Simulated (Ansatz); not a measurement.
Coupled-cluster diagnostics for NbO₃⁻, Ansatz.

Geometry of the singlet (r2SCAN-D4/def2-TZVPD):

```xyz
4

Nb   -0.027    0.622   -0.587
O     0.828    0.017    1.057
O    -0.187   -0.714   -1.659
O    -0.614    0.074    1.189
```

In the def2 sets Nb takes a core potential; there is no spin–orbit coupling. Correlated methods freeze 3 core orbitals; core or outer-core shells of Nb are correlated, in sets that lack core-valence functions. The structure holds one bond between oxygen atoms, so isomers without such links may lie far lower. The geometry of the singlet was relaxed on an unsound state (restricted singlet, unstable towards broken spin symmetry). At PBE0-D4/def2-TZVPD a triplet of charge -1 lies 0.64 eV below the restricted singlet, each at its own geometry. The structure comes from a short search, and lower isomers may exist.

(1) Estimate the CCSD(T) correlation energy, the shares of MP2 and (T), T1 and the reference's ⟨S²⟩ for: charge -1, singlet, own geometry in def2-TZVPPD; and the rough time on 4 threads of Arm Neoverse V1 on a shared host.

Answers

(1) 
| state | basis | correlation (eV) | MP2 share (%) | (T) share (%) | T1 | ⟨S²⟩ (pure) | wall time | remarks |
| --- | --- | --- | --- | --- | --- | --- | --- | --- |
| charge -1, singlet, own geometry | def2-TZVPPD | -33.853 | 97.6 | 6.1 | 0.057 | 0.00 (0.00) | 68 s | large T1 (0.057), restricted SCF unstable |
Customary marks for T1 are 0.02 (closed shells), 0.045 (open shells) and about 0.05 (3d metals). T1 exceeds 0.02 in 1 of 1 rows and 0.045 in 1; the higher it lies, the less the single-reference result can be trusted.
